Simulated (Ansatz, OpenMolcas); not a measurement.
## CH2ClI (chloroiodomethane): from total energies to a heat of formation

The species is CH2ClI (5 atoms), meant as a singlet with charge 0. SMILES: `ClCI`. The coordinates come from a PBE0-D4/def2-TZVP relaxation.

```xyz
5

Cl   -1.4821    0.1938    0.8680
C    -0.0606    0.1021   -0.1551
I     1.5539   -1.0004    0.7029
H     0.3108    1.1050   -0.3358
H    -0.3219   -0.4005   -1.0800
```

Total energies at revPBE/def2-SVPD (core potential) (OpenMolcas 26.06); the atoms run unrestricted:

```
species    state  energy (Eh)
 CH2ClI  singlet  -796.981515
     Cl  doublet  -459.914571
      C  triplet   -37.801944
      I  doublet  -297.714811
      H  doublet    -0.503193
```

Harmonic wavenumbers at PBE0-D4/def2-TZVP, in cm⁻¹: 196, 552, 761, 800, 1136, 1211, 1440, 3138, 3222.

Measured heats of formation of the gaseous atoms at 298.15 K, in kJ/mol: Cl 121.3, C 716.9, I 106.8, H 218.0. Spin-orbit lowering of the atoms at 298 K (mean of the ground term's levels less their thermal mean, from spectra), in kJ/mol: Cl 3.44, C 0.02, I 30.32. Take 1 Eh = 2625.50 kJ/mol, 1 cm⁻¹ = 0.0119627 kJ/mol, RT = 2.479 kJ/mol.

Task: What heat of formation follows?

Result: 
1. Electronic atomisation energy: (-459.914571) + (-37.801944) + (-297.714811) + 2 × (-0.503193) − (-796.981515) = 0.543803 Eh = 1427.8 kJ/mol.
2. Zero-point energy: half the sum of the wavenumbers, 6228 cm⁻¹ = 74.5 kJ/mol.
3. Thermal vibrational enthalpy, Σ hcν̃/(exp(hcν̃/kT) − 1): 2.5 kJ/mol. Translation, rotation and pV of a non-linear molecule: 4 RT = 9.9 kJ/mol.
4. The 5 free atoms carry 5/2 RT each: 31.0 kJ/mol.
5. Spin-orbit coupling lowers the free atoms by 3.44 + 0.02 + 30.32 = 33.8 kJ/mol.
6. Atomisation enthalpy at 298 K: 1427.8 − 33.8 − 74.5 − 2.5 − 9.9 + 31.0 = 1338.1 kJ/mol.
7. Sum of the atoms' heats of formation: 1381.0 kJ/mol. Heat of formation: 1381.0 − 1338.1 = +42.9 kJ/mol.

No measured value is set beside it here. Anharmonicity and any spin-orbit splitting of the molecule are left out.
